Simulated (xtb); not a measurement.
IRb, triplet, at the geometry of the source list (GFN-xTB shapes and energies of metal compounds can be far from the true ones) (a higher spin typed on purpose: for a closed-shell molecule this is an excited state). Base run: GFN2-xTB run with xtb.

xtb was given this input:
```
$ xtb mol.xyz --gfn 2 --uhf 2 --json

# file mol.xyz
2

Rb    -1.08960000    -0.77400000    -0.92830000
I      1.08960000     0.77400000     0.92830000
```

Variants of this job, named by their change:

| change | ΔE vs base (kcal/mol) | dipole (D) | G_solv (kcal/mol) | SCF cycles |
|---|---|---|---|---|
| base | 0.000 | 6.96 | - | 13 |
| acc = 1000 | 0.001 | 6.99 | - | 8 |
| acc = 0.1 | 0.000 | 6.96 | - | 14 |
| alpb = dmf | -10.98 | 6.96 | -10.98 | 13 |
| alpb = acetone | -10.34 | 6.96 | -10.34 | 13 |

ALPB and GBSA are two models with their own fitted parameters for each solvent, which aren't always the measured dielectric constant.
